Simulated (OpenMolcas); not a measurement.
**Sm³⁺: the spin-orbit constant, worked from levels**

| Property | Result |
| --- | --- |
| Program | OpenMolcas |
| Basis | ANO-RCC-VQZP [9s8p6d4f3g2h] |
| Scalar Hamiltonian | DKH4, point nucleus |
| Active space | 5 electrons in 7 orbitals (4f) |
| State averaging | 2S+1 = 6 odd, 21 roots (18 in the spin-orbit step); 2S+1 = 4 odd, 224 roots (39 in the spin-orbit step); 2S+1 = 2 odd, 107 roots kept (CI in the orbitals of an earlier block, 0 in the spin-orbit step) |
| Spin-orbit coupling | state interaction with AMFI integrals over the reference wave functions, term energies averaged over their components |

Methods: CASSCF; SS-CASPT2, IPEA 0.25 Eh, imaginary shift 0.1 Eh (closed shells correlated: 5s 5p).

**The spin-orbit constant.** For the Hund term ⁶H° of f5, E(J) = (A/2) J(J+1) + constant and ζ = 2S·A = 5A. From J = 5/2 to J = 15/2 the energy changes by 27.5 A.

```csv
Source,E(15/2) - E(5/2),A,ζ
CASSCF,6240.9,226.9,1135
SS-CASPT2,6153.0,223.7,1119
```

All in cm-1. Both methods take the spin-orbit matrix elements from the reference wave functions, so the second can move ζ only through the term energies and any multistate remixing. Second-order mixing with other terms is absorbed into this ζ.

CASPT2 does not keep the components of a term degenerate, so their means are used; among the terms shown or strongly mixed into the levels shown the widest spread is 35 cm-1 (4f⁵ ⁶H°, SS-CASPT2). High states are left out of the spin-orbit mixing, which shifts the levels that they would mix with. Without dynamic correlation excited terms often stand tens of per cent too high (terms of higher spin than the ground term too low), and those without a measured partner can miss by more than the paired ones (holds for CASSCF). Only configurations of the active space appear.

° marks odd parity.
